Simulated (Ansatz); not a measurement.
Job for Ansatz (a program for electronic structure): R-CCSD(T)/aug-cc-pVTZ on CH3GaO (a complex). The run froze 16 orbitals, filled d shells among them.

Ansatz 0.2 input:
```yaml
crystal:
  periodic: [false, false, false]
  atoms:
    - {symbol: Ga, position_ang: [-0.00309405, 0.02588828, 0.25572175]}
    - {symbol: H, position_ang: [-0.00894275, 1.57422169, 0.25287382]}
    - {symbol: H, position_ang: [1.33759315, -0.73686005, 0.11897546]}
    - {symbol: H, position_ang: [-1.34142950, -0.74884788, 0.17076386]}
    - {symbol: C, position_ang: [0.06906504, -0.12248518, 3.41434392]}
    - {symbol: O, position_ang: [0.03967579, -0.06959510, 2.29361488]}
basis:
  gaussian:
    orbitals: aug-cc-pVTZ
magnetization: {spin_polarized: false}
correlation: {method: ccsd_t, electrons: outside_noble_gas}
scf: {lower_state_search: off}
```

The log:

```
WARN ansatz: RAYON_NUM_THREADS=2 ignored (pool sized by the plan → 2); use --threads N
Functional definition: HF
these checks for a lower state are left out or cut short: stability, starts, cluster_reference, orbital_swaps, neighbouring_geometries, increment
integrals: 1.10 GiB planned
1303 factors; integrals over basis functions are off by at most 1.5e-3 eV
mean field: 0.80 GiB planned
mean field evaluation 1: about -55448.6978 eV, gradient 2.8e1 eV
mean field evaluation 2: about -55448.7751 eV, gradient 2.8e1 eV
mean field evaluation 4: about -55450.5048 eV, gradient 3.1e0 eV
mean field evaluation 8: about -55450.5387 eV, gradient 1.5e-1 eV
mean field -55450.53872846 eV, -2037.7697125460 hartree, gradient 1.5e-6 eV, S^2 0.000000; 0 other end points of the search recorded, 0 dependent functions left out
16 core orbitals not correlated, not the lowest: weight in the atoms' cores, before any rotation towards them, 0.985 or more for the frozen orbitals, at most 0.012 for the correlated occupied ones
reference -55450.53872846 eV, -2037.7697125460 hartree; 8, 8 occupied and 196, 196 virtual orbitals, 1303 factors
second order -12.44065135 eV of doubles, -0.00000000 eV of singles
coupled cluster: 2.87 GiB planned
cycle   1  -12.53884707 eV  change   -9.8e-2 eV  update   1.0e-1
cycle   2  -12.98710724 eV  change   -4.5e-1 eV  update   3.5e-2
cycle   3  -13.11607323 eV  change   -1.3e-1 eV  update   1.8e-2
cycle   4  -13.09992216 eV  change    1.6e-2 eV  update   3.5e-3
cycle   5  -13.10114529 eV  change   -1.2e-3 eV  update   1.4e-3
cycle   6  -13.10128616 eV  change   -1.4e-4 eV  update   3.8e-4
cycle   7  -13.10113002 eV  change    1.6e-4 eV  update   2.0e-4
cycle   8  -13.10109522 eV  change    3.5e-5 eV  update   5.9e-5
cycle   9  -13.10110807 eV  change   -1.3e-5 eV  update   1.8e-5
perturbative correction -0.53878489 eV, -0.0197999795 hartree
Total energy: -55464.17862143 eV, -2038.2709693669 hartree
Checks for a lower state left out: stability, starts, cluster_reference, orbital_swaps, neighbouring_geometries, increment
```

The calculation finished and met its thresholds.

Cost: about 110 core-seconds (a rough figure).
